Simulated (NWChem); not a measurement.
The numbers come from NWChem runs, not from measurements. System: C3H3, charge 0, spin multiplicity 2, at a geometry optimised with UPBE/def2-SVP. The structure started from a generated list of species. Its SCF solution wasn't tested for a lower state. Level: evGW@UPBE0/def2-TZVP, RI basis def2-tzvp-rifit, 6 cycles.

Job file:

```
start mol
memory heap 200 mb stack 700 mb global 1700 mb
geometry units angstroms nocenter noautoz
  C      0.000000     0.000000    -1.355208
  C      0.000000     0.000000    -0.110741
  C      0.000000     0.000000     1.261963
  H      0.000000     0.000000    -2.436012
  H     -0.944078     0.000000     1.829963
  H      0.944078     0.000000     1.829963
  symmetry group C2v
end
basis spherical
  * library def2-tzvp
end
basis "ri basis" bse spherical
  * library def2-tzvp-rifit
end
dft
  xc pbe0
  odft
  mult 2
  iterations 100
  direct
  tolerances tight
end
task dft energy
gw
  evgw 6
  states alpha occ -1 vir -1
  states beta occ -1 vir -1
end
task dft gw
```

Output (cleaned and shortened):

```
             Northwest Computational Chemistry Package (NWChem) 7.3.0
             --------------------------------------------------------

                                NWChem Input Module
                                -------------------

 Scaling coordinates for geometry "geometry" by  1.889725989
 (inverse scale =  0.529177249)

 Turning off AUTOSYM since
 SYMMETRY directive was detected!

                             Geometry "geometry" -> ""
                             -------------------------

 Output coordinates in angstroms (scale by  1.889725989 to convert to a.u.)

  No.       Tag          Charge          X              Y              Z
 ---- ---------------- ---------- -------------- -------------- --------------
    1 C                    6.0000     0.00000000     0.00000000    -1.35520800
    2 C                    6.0000     0.00000000     0.00000000    -0.11074100
    3 C                    6.0000     0.00000000     0.00000000     1.26196300
    4 H                    1.0000     0.00000000     0.00000000    -2.43601200
    5 H                    1.0000    -0.94407800     0.00000000     1.82996300
    6 H                    1.0000     0.94407800     0.00000000     1.82996300

 Effective nuclear repulsion energy (a.u.)      52.7666873448

            Nuclear Dipole moment (a.u.)
            ----------------------------
        X                 Y               Z
 ---------------- ---------------- ----------------
     0.0000000000     0.0000000000    -0.0000037795

      Symmetry information
      --------------------

 Group name             C2v
 Group number             16
 Group order               4
 No. of unique centers     5

      Symmetry unique atoms

     1    2    3    4    5


 Summary of "ao basis" -> "" (spherical)
 ------------------------------------------------------------------------------
       Tag                 Description            Shells   Functions and Types
 ---------------- ------------------------------  ------  ---------------------
 *                         def2-tzvp                  on all atoms

 new library libraries.bse/

 Summary of "ri basis" -> "" (spherical)
 ------------------------------------------------------------------------------
       Tag                 Description            Shells   Functions and Types
 ---------------- ------------------------------  ------  ---------------------
 *                      def2-tzvp-rifit               on all atoms

                                 NWChem DFT Module
                                 -----------------

 Summary of "ao basis" -> "ao basis" (spherical)
 ------------------------------------------------------------------------------
       Tag                 Description            Shells   Functions and Types
 ---------------- ------------------------------  ------  ---------------------
 C                         def2-tzvp                11       31   5s3p2d1f
 H                         def2-tzvp                 4        6   3s1p

 Summary of "ao basis" -> "ao basis" (spherical)
 ------------------------------------------------------------------------------
       Tag                 Description            Shells   Functions and Types
 ---------------- ------------------------------  ------  ---------------------
 C                         def2-tzvp                11       31   5s3p2d1f
 H                         def2-tzvp                 4        6   3s1p

      Symmetry analysis of basis
      --------------------------
[...]
@GW        90         94.369           0.000
@GW        91         94.848           0.000
@GW        92         95.951           0.000
@GW        93         95.995           0.000
@GW        94         99.199           0.000
@GW        95        102.597           0.000
@GW        96        102.065           0.000
@GW        97        110.424           0.000
@GW        98        114.035           0.000
@GW        99        115.469           0.000
@GW       100        119.035           0.000
@GW       101        126.011           0.000
@GW       102        128.501           0.000
@GW       103        133.009           0.000
@GW       104        138.087           0.000
@GW       105        141.321           0.000
@GW       106        143.024           0.000
@GW       107        147.133           0.000
@GW       108        158.407           0.000
@GW       109        627.240           0.000
@GW       110        628.782           0.000
@GW       111        655.764           0.000

                   Beta Orbitals
          State     Energy (eV)     Error (eV)
          -----------------------------------
@GW         1       -293.076           0.000
@GW         2       -293.050           0.000
@GW         3       -292.585           0.000
@GW         4        -24.748           0.000
@GW         5        -22.091           0.000
@GW         6        -17.992           0.000
@GW         7        -16.096           0.000
@GW         8        -15.453           0.000
@GW         9        -11.192           0.000
@GW        10        -10.498           0.000
@GW        11         -0.080           0.000
@GW        12          3.274           0.000
@GW        13          4.039           0.000
@GW        14          4.016           0.000
@GW        15          4.965           0.000
@GW        16          5.606           0.000
@GW        17          5.982           0.000
@GW        18          6.991           0.000
@GW        19          7.832           0.000
@GW        20          8.493           0.000
@GW        21          8.757           0.000
@GW        22         10.084           0.000
@GW        23         10.514           0.000
@GW        24         11.985           0.000
@GW        25         12.717           0.000
@GW        26         12.488           0.000
@GW        27         14.573           0.000
@GW        28         14.649           0.000
@GW        29         15.729           0.000
@GW        30         15.981           0.000
@GW        31         17.866           0.000
@GW        32         18.630           0.000
@GW        33         19.318           0.000
@GW        34         19.556           0.000
@GW        35         21.571           0.000
@GW        36         23.721           0.000
@GW        37         25.118           0.000
@GW        38         26.592           0.000
@GW        39         26.701           0.000
@GW        40         28.028           0.000
@GW        41         29.409           0.000
@GW        42         31.347           0.000
@GW        43         30.978           0.000
@GW        44         32.362           0.000
@GW        45         34.969           0.000
@GW        46         40.397           0.000
@GW        47         40.306           0.000
@GW        48         40.294           0.000
@GW        49         43.458           0.000
@GW        50         43.707           0.000
@GW        51         44.815           0.000
@GW        52         45.927           0.000
@GW        53         47.584           0.000
@GW        54         47.430           0.000
@GW        55         47.759           0.000
@GW        56         48.473           0.000
@GW        57         52.771           0.000
@GW        58         53.894           0.000
@GW        59         54.609           0.000
@GW        60         55.079           0.000
@GW        61         59.724           0.000
@GW        62         61.623           0.000
@GW        63         66.543           0.000
@GW        64         67.551           0.000
@GW        65         68.776           0.000
@GW        66         72.866           0.000
@GW        67         72.665           0.000
@GW        68         74.907           0.000
@GW        69         73.919           0.000
@GW        70         75.404           0.000
@GW        71         76.207           0.000
@GW        72         76.128           0.000
@GW        73         76.959           0.000
@GW        74         80.328           0.000
@GW        75         81.062           0.000
@GW        76         82.191           0.000
@GW        77         83.746           0.000
@GW        78         83.888           0.000
@GW        79         84.482           0.000
@GW        80         85.066           0.000
@GW        81         85.733           0.000
@GW        82         86.238           0.000
@GW        83         87.090           0.000
@GW        84         87.232           0.000
@GW        85         89.372           0.000
@GW        86         90.089           0.000
@GW        87         90.052           0.000
@GW        88         91.519           0.000
@GW        89         93.706           0.000
@GW        90         95.131           0.000
@GW        91         94.167           0.000
@GW        92         96.052           0.000
@GW        93         96.351           0.000
@GW        94         99.087           0.000
@GW        95        102.290           0.000
@GW        96        102.796           0.000
@GW        97        110.712           0.000
@GW        98        111.948           0.000
@GW        99        115.688           0.000
@GW       100        119.234           0.000
@GW       101        125.320           0.000
@GW       102        128.626           0.000
@GW       103        132.548           0.000
@GW       104        138.275           0.000
@GW       105        141.970           0.000
@GW       106        143.066           0.000
@GW       107        146.418           0.000
@GW       108        158.531           0.000
@GW       109        627.516           0.000
@GW       110        628.998           0.000
@GW       111        655.693           0.000

     GW Timing Statistics
   ------------------------
   Init.   :          0.0s
     ERIs  :          0.7s
     Distr.:          0.1s
     Vxc   :          0.7s
   Sigma_x :          0.0s
   RPA     :          9.0s
   Wmn     :          4.6s
   Sigma_c :          5.1s
   GW total:         20.3s

 Task  times  cpu:       20.3s     wall:       20.3s

 Total times  cpu:       27.5s     wall:       27.5s
```
